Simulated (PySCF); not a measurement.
HAlFI (SMILES [F][AlH][I]), singlet, at a GFN2-xTB geometry (such geometries of metal compounds can be far from the true shape) (all electrons, no relativity), with bond 3-1 at 1.4 times its length; CASSCF(10,8)/STO-3G in PySCF.

The PySCF input:
```python
from pyscf import gto, scf, mcscf
import numpy

mol = gto.Mole()
mol.atom = '''
    Al   -0.25409968   -0.95022233   -1.30043277
    F    -1.77802068   -1.42383239   -1.68657793
    H     1.22878501   -1.67802672   -2.61104066
    I     0.34906374    0.50259367    0.64757375
'''
mol.basis = 'sto-3g'
mol.verbose = 4
mol.build()

mf = scf.RHF(mol)
mf.kernel()
mc = mcscf.CASSCF(mf, 8, 10)
mc.fix_spin_(ss=0.0)
mc.kernel()
occ = numpy.linalg.eigvalsh(mc.fcisolver.make_rdm1(mc.ci, mc.ncas, mc.nelecas))[::-1]
ss = mc.fcisolver.spin_square(mc.ci, mc.ncas, mc.nelecas)[0]
print('natural occupations', occ.round(4), ' <S^2>', round(ss, 4))
```

Output, abridged:

```
PySCF version 2.14.0

[INPUT] verbose = 4
[INPUT] num. atoms = 4
[INPUT] num. electrons = 76
[INPUT] charge = 0
[INPUT] spin (= nelec alpha-beta = 2S) = 0
[INPUT] symmetry False subgroup None
[INPUT] Mole.unit = angstrom
[INPUT] Symbol           X                Y                Z      unit          X                Y                Z       unit  Magmom
[...]
nuclear repulsion = 263.314055775052
number of shells = 20
number of NR pGTOs = 126
number of NR cGTOs = 42
basis = sto-3g
ecp = {}

******** <class 'pyscf.scf.hf.RHF'> ********
method = RHF
initial guess = minao
damping factor = 0
level_shift factor = 0
DIIS = <class 'pyscf.scf.diis.CDIIS'>
diis_start_cycle = 1
diis_space = 8
diis_damp = 0
SCF conv_tol = 1e-09
SCF conv_tol_grad = None
SCF max_cycles = 50
direct_scf = True
direct_scf_tol = 1e-13
Set gradient conv threshold to 3.16228e-05
Initial guess from minao.
init E= -7165.72785392459
[...]
cycle= 1 E= -7188.21430447763  delta_E= -22.5  |g|= 0.42  |ddm|= 2.17
[...]
cycle= 2 E= -7188.3233744341  delta_E= -0.109  |g|= 0.116  |ddm|= 1.17
[...]
cycle= 3 E= -7188.32992671741  delta_E= -0.00655  |g|= 0.0279  |ddm|= 0.222
[...]
cycle= 4 E= -7188.33058573799  delta_E= -0.000659  |g|= 0.00529  |ddm|= 0.0882
[...]
cycle= 5 E= -7188.33061516119  delta_E= -2.94e-05  |g|= 0.00138  |ddm|= 0.0191
[...]
cycle= 6 E= -7188.33061697342  delta_E= -1.81e-06  |g|= 0.000439  |ddm|= 0.00404
[...]
cycle= 7 E= -7188.33061718998  delta_E= -2.17e-07  |g|= 6.49e-05  |ddm|= 0.00168
[...]
cycle= 8 E= -7188.33061719457  delta_E= -4.59e-09  |g|= 1.04e-05  |ddm|= 0.000241
[...]
cycle= 9 E= -7188.33061719468  delta_E= -1.08e-10  |g|= 1.27e-06  |ddm|= 4.08e-05
[...]
Extra cycle  E= -7188.33061719468  delta_E= -2.73e-12  |g|= 4.48e-07  |ddm|= 3.74e-06
converged SCF energy = -7188.33061719468

******** <class 'pyscf.mcscf.mc1step.CASSCF'> ********
CAS (5e+5e, 8o), ncore = 33, nvir = 1
max_cycle_macro = 50
max_cycle_micro = 4
conv_tol = 1e-07
conv_tol_grad = None
orbital rotation max_stepsize = 0.02
orbital rotation threshold for CI restart = 0.01
augmented hessian ah_max_cycle = 30
augmented hessian ah_conv_tol = 1e-12
augmented hessian ah_linear dependence = 1e-14
augmented hessian ah_level shift = 1e-08
augmented hessian ah_start_tol = 2.5
augmented hessian ah_start_cycle = 3
augmented hessian ah_grad_trust_region = 3
kf_trust_region = 3
kf_interval = 4
ci_response_space = 4
ci_grad_trust_region = 3
with_dep4 0
natorb = False
canonicalization = True
sorting_mo_energy = False
ao2mo_level = 2
internal_rotation = False
******** <class 'pyscf.fci.addons.SpinPenaltyFCISolver'> ********
max. cycles = 50
conv_tol = 1e-08
davidson only = True
linear dependence = 1e-12
level shift = 0.001
max iter space = 12
nroots = 1
pspace_size = 400
spin = None
CASCI E = -7188.37606625208  S^2 = 0.0000000
Set conv_tol_grad to 0.000316228
macro iter   1 ( 21 JK    4 micro), CASSCF E = -7188.38132319262  dE = -5.25694055e-03  S^2 = 0.0000000
               |grad[o]|=0.0325  |grad[c]|=0.022  |ddm|=0.0207  |maxRot[o]|=0.244
macro iter   2 ( 21 JK    4 micro), CASSCF E = -7188.38291923169  dE = -1.59603907e-03  S^2 = 0.0000000
               |grad[o]|=0.018  |grad[c]|=0.0104  |ddm|=0.00952  |maxRot[o]|=0.0965
macro iter   3 ( 17 JK    4 micro), CASSCF E = -7188.38359491405  dE = -6.75682360e-04  S^2 = 0.0000000
               |grad[o]|=0.00843  |grad[c]|=0.0128  |ddm|=0.0136  |maxRot[o]|=0.0902
macro iter   4 ( 17 JK    4 micro), CASSCF E = -7188.38409673859  dE = -5.01824543e-04  S^2 = 0.0000000
               |grad[o]|=0.00587  |grad[c]|=0.0397  |ddm|=0.0225  |maxRot[o]|=0.106
macro iter   5 ( 17 JK    4 micro), CASSCF E = -7188.38455580974  dE = -4.59071144e-04  S^2 = 0.0000000
               |grad[o]|=0.00523  |grad[c]|=0.0661  |ddm|=0.019  |maxRot[o]|=0.104
macro iter   6 (  7 JK    2 micro), CASSCF E = -7188.38507286457  dE = -5.17054828e-04  S^2 = 0.0000000
               |grad[o]|=0.00511  |grad[c]|=0.00679  |ddm|=0.00206  |maxRot[o]|=0.0622
[...]
               |grad[o]|=0.0108  |grad[c]|=0.0487  |ddm|=0.0238  |maxRot[o]|=0.249
macro iter  33 ( 21 JK    4 micro), CASSCF E = -7188.40211697187  dE = -4.27106798e-04  S^2 = 0.0000000
               |grad[o]|=0.00947  |grad[c]|=0.0356  |ddm|=0.0114  |maxRot[o]|=0.237
macro iter  34 ( 21 JK    4 micro), CASSCF E = -7188.40226230877  dE = -1.45336899e-04  S^2 = 0.0000000
               |grad[o]|=0.00547  |grad[c]|=0.00683  |ddm|=0.00393  |maxRot[o]|=0.0484
macro iter  35 ( 21 JK    4 micro), CASSCF E = -7188.40216267159  dE =  9.96371773e-05  S^2 = 0.0000000
               |grad[o]|=0.00212  |grad[c]|=0.00821  |ddm|=0.00185  |maxRot[o]|=0.0473
macro iter  36 ( 21 JK    4 micro), CASSCF E = -7188.40220041996  dE = -3.77483657e-05  S^2 = 0.0000000
               |grad[o]|=0.00213  |grad[c]|=0.00457  |ddm|=0.00101  |maxRot[o]|=0.0211
macro iter  37 (  7 JK    2 micro), CASSCF E = -7188.40229809489  dE = -9.76749325e-05  S^2 = 0.0000000
               |grad[o]|=0.00138  |grad[c]|=0.00404  |ddm|=0.000887  |maxRot[o]|=0.0383
macro iter  38 (  7 JK    2 micro), CASSCF E = -7188.40238399635  dE = -8.59014590e-05  S^2 = 0.0000000
               |grad[o]|=0.00122  |grad[c]|=0.012  |ddm|=0.00377  |maxRot[o]|=0.0498
macro iter  39 ( 17 JK    4 micro), CASSCF E = -7188.40228402417  dE =  9.99721815e-05  S^2 = 0.0000000
               |grad[o]|=0.000844  |grad[c]|=0.0191  |ddm|=0.00222  |maxRot[o]|=0.0632
macro iter  40 ( 21 JK    4 micro), CASSCF E = -7188.40231591207  dE = -3.18879020e-05  S^2 = 0.0000000
               |grad[o]|=0.00176  |grad[c]|=0.0021  |ddm|=0.000574  |maxRot[o]|=0.0481
macro iter  41 ( 17 JK    4 micro), CASSCF E = -7188.40237308817  dE = -5.71761038e-05  S^2 = 0.0000000
               |grad[o]|=0.00118  |grad[c]|=0.00718  |ddm|=0.0021  |maxRot[o]|=0.0495
macro iter  42 (  7 JK    2 micro), CASSCF E = -7188.40239887223  dE = -2.57840602e-05  S^2 = 0.0000000
               |grad[o]|=0.000784  |grad[c]|=0.00455  |ddm|=0.00185  |maxRot[o]|=0.0499
macro iter  43 (  7 JK    2 micro), CASSCF E = -7188.40242015757  dE = -2.12853338e-05  S^2 = 0.0000000
               |grad[o]|=0.00067  |grad[c]|=0.00793  |ddm|=0.00318  |maxRot[o]|=0.0541
macro iter  44 ( 12 JK    3 micro), CASSCF E = -7188.40243381252  dE = -1.36549561e-05  S^2 = 0.0000000
               |grad[o]|=0.000466  |grad[c]|=0.00448  |ddm|=0.00121  |maxRot[o]|=0.0793
macro iter  45 ( 12 JK    3 micro), CASSCF E = -7188.40245147052  dE = -1.76579906e-05  S^2 = 0.0000000
               |grad[o]|=0.00129  |grad[c]|=0.00273  |ddm|=0.00293  |maxRot[o]|=0.106
macro iter  46 (  7 JK    2 micro), CASSCF E = -7188.40247194466  dE = -2.04741482e-05  S^2 = 0.0000000
               |grad[o]|=0.00181  |grad[c]|=0.00114  |ddm|=0.00125  |maxRot[o]|=0.0548
macro iter  47 (  7 JK    2 micro), CASSCF E = -7188.40250150068  dE = -2.95560121e-05  S^2 = 0.0000000
               |grad[o]|=0.00174  |grad[c]|=0.0031  |ddm|=0.0017  |maxRot[o]|=0.0691
macro iter  48 (  7 JK    2 micro), CASSCF E = -7188.40253171651  dE = -3.02158351e-05  S^2 = 0.0000000
               |grad[o]|=0.000793  |grad[c]|=0.00524  |ddm|=0.00183  |maxRot[o]|=0.0695
macro iter  49 (  7 JK    2 micro), CASSCF E = -7188.40256601056  dE = -3.42940484e-05  S^2 = 0.0000000
               |grad[o]|=0.000792  |grad[c]|=0.00708  |ddm|=0.0019  |maxRot[o]|=0.0697
macro iter  50 (  7 JK    2 micro), CASSCF E = -7188.40260782973  dE = -4.18191721e-05  S^2 = 0.0000000
               |grad[o]|=0.000997  |grad[c]|=0.0072  |ddm|=0.00197  |maxRot[o]|=0.0698
1-step CASSCF not converged,  50 macro (607 JK 142 micro) steps
CASSCF canonicalization
Density matrix diagonal elements [1.9927002  1.96294063 1.95036329 1.98945684 1.92951105 0.11070723
 0.02485836 0.03946238]
CASSCF energy = -7188.40260782973
CASCI E = -7188.40260782973  E(CI) = -19.8668899411996  S^2 = 0.0000000
natural occupations [1.9994 1.9943 1.9854 1.9752 1.8764 0.1299 0.0251 0.0143]  <S^2> 0.0
```

Convergence was not reached.
